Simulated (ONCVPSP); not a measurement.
# Ba, ONCV: configuration errors across variants

barium, optimised norm-conserving Vanderbilt (ONCV), made with ONCVPSP 4.0.1 (PBE, scalar-relativistic). Core [Kr] 4d10, reference 5s2 5p6 6s2. Waves: 5s+6s: rc 2.20 bohr, ncon 5, nbas 10, qcut 4.2 1/bohr, 2 projectors; 5p: rc 2.05 bohr, ncon 4, nbas 8, qcut 3.2 1/bohr, 2 projectors, debl 2.4 Ha; d scattering state at 0.14 Ha: rc 1.70 bohr, ncon 4, nbas 8, qcut 4.9 1/bohr, 2 projectors, debl 2.6 Ha. Local part: polynomial inside 1.40 bohr (lpopt 2, dvloc0 0 Ha). Core correction: Teter function, fcfact 4.75, rcfact 1.7.

In the d channel the program set the typed energies aside and used 0.050, 2.650 Ha.

All-electron excitation energies from the reference (eV): (1) 5s2 5p6 6s1 5.362; (2) 5s2 5p6 6s0 15.344; (3) 5s2 5p6 6s1.5 2.136; (4) 5s2 5p6 5d1 6s0 6.044.

2 further variants failed, have other tests or too few solved ones, and are left out.

Errors AE − PS in meV (a dash: test not solved or not reliable):

```tsv
change	(1)	(2)	(3)	(4)	bound ghosts	GHOST(+) flags above zero
base	-3.0	-26	-0.6	-21	none	s, d
s: qcut 3.3	-3.3	-29	-0.6	-24	none	s, d
s: qcut 4.9	-2.8	-25	-0.5	-20	none	s, d
```

(1) Give the same row for: s: qcut 2.7.

## Answers

(1) -3.4, -30, -0.6, -25; bound ghosts: none; GHOST(+) flags above zero: s, d.
